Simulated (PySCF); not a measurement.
A GIAO shielding run with PySCF 2.14.0 with density-fitted response routines (density fitting, non-relativistic, gas phase) on `O=C(F)c1cccs1`, C5H3FOS:

```
$ OMP_NUM_THREADS=1 python probes_run.py task.json out

{"job": {"kind": "nmr", "xc": "PBE0", "basis": "6-31G*", "pop": true}, "charge": 0, "multiplicity": 1}
O      2.793793     1.195125     0.524386
C      2.121686     0.252994     0.260229
F      2.671009    -0.954790     0.055548
C      0.672684     0.206157     0.110938
C     -0.127092    -0.872402    -0.207215
C     -1.496210    -0.524422    -0.267216
C     -1.703963     0.807930     0.007820
S     -0.252280     1.645596     0.333242
H      0.276495    -1.868824    -0.387035
H     -2.300048    -1.222410    -0.502668
H     -2.654558     1.340544     0.031605
```

Hardware: 1 thread of an AMD EPYC 7R13, shared host. The job also computes population analyses, field gradients, ring-centre shieldings.

Problem. How large is the calculation?

Solution. 66 electrons, 122 basis functions and 758 auxiliary functions.

Problem. How long does it take, and how much memory does it need?

Solution. 14 s of wall time, with 15 SCF cycles and 5 response iterations; peak memory 0.72 GiB. Times on a shared host scatter by some tens of per cent.

Problem. And these other runs on the same molecule and hardware: GIAO shielding at OPBE/pcSseg-1; GIAO shielding at PBE0/6-311+G(2d,p); GIAO shielding at PBE0/6-31G; GIAO shielding at PBE0/STO-3G; GIAO shielding at PBE0/pcSseg-1?

Solution. OPBE/pcSseg-1: 158 functions, 26 s; PBE0/6-311+G(2d,p): 242 functions, 36 s; PBE0/6-31G: 82 functions, 10 s; PBE0/STO-3G: 47 functions, 5.3 s; PBE0/pcSseg-1: 158 functions, 16 s.
